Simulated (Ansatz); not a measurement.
Consider the formal exchange of groups at the Si–Ge bond: `S[SiH2][SiH2][GeH3]` + `CCl` → `S[SiH2][SiH2]CCl` + GeH₄.

Gas-phase electronic energies from Ansatz, PBE0-D4/def2-TZVP geometries. CCSD(T)/CBS is the MP2 limit (def2-TZVPP, def2-QZVPP) plus CCSD(T) − MP2 in def2-TZVPP, frozen cores. This one scheme is used for every species. DFT in def2-TZVPP. B3LYP here is the variant with VWN-RPA as its local correlation; programs differ in this. For Ge outer-core shells are correlated without core-valence functions, which leaves a few kJ/mol of doubt a bond. Scalar relativity is left out up to krypton. Each species was taken in one conformer, which may not be the lowest.

`S[SiH2][SiH2][GeH3]`:

Z-matrix (Å, degrees):
```
Si
Si 1 2.336
S 1 2.145 2 109.7
H 1 1.486 2 112.5 3 115.5
H 1 1.489 2 110.1 3 -123.2
Ge 2 2.381 1 108.8 3 58.2
H 2 1.488 1 109.4 3 -61.5
H 2 1.490 1 111.0 3 178.3
H 3 1.344 1 95.0 2 -52.3
H 6 1.538 2 110.1 1 63.8
H 6 1.537 2 111.7 1 -175.3
H 6 1.540 2 110.1 1 -55.1
```

`CCl`:

Cartesian coordinates in Å:
```
C 0.048 -0.122 0.065
Cl -0.533 1.357 -0.722
H -0.018 0.009 1.142
H 1.080 -0.291 -0.232
H -0.577 -0.953 -0.254
```

`S[SiH2][SiH2]CCl`:

Cartesian coordinates in Å:
```
S 2.962 1.459 -0.055
Si 1.551 -0.072 -0.569
Si -0.459 0.285 0.580
C -1.777 -0.964 0.061
Cl -3.304 -0.649 0.931
H 2.135 2.476 -0.354
H 1.320 -0.136 -2.040
H 2.209 -1.338 -0.149
H -0.945 1.656 0.266
H -0.225 0.173 2.043
H -1.475 -1.987 0.292
H -1.991 -0.903 -1.007
```

GeH₄:

Z-matrix (Å, degrees):
```
Ge
H 1 1.534
H 1 1.534 2 109.5
H 1 1.534 2 109.5 3 -120.0
H 1 1.534 2 109.5 3 120.0
```

(1) Is it downhill or uphill in electronic energy at CCSD(T)/CBS, and by how much? (An estimate is asked.)

(2) What do these levels give: r2SCAN-D4, B3LYP-D4, r2SCAN, PBE0, CCSD/def2-TZVPP, HF/def2-QZVPP? (Estimate.)

Largest T1 diagnostic among the species: 0.012.

Answers

(1) Computed: Uphill: ΔE = +9.1 kcal/mol.

(2) The calculation gave: r2SCAN-D4 9.4, B3LYP-D4 9.0, r2SCAN 9.3, PBE0 10.1, CCSD/def2-TZVPP 8.7, HF/def2-QZVPP 7.1 kcal/mol.

In def2-TZVPP, CCSD(T) changes the Hartree–Fock value by +1.4 kcal/mol (the triples alone add +0.1 kcal/mol) and MP2 by +1.1 kcal/mol.
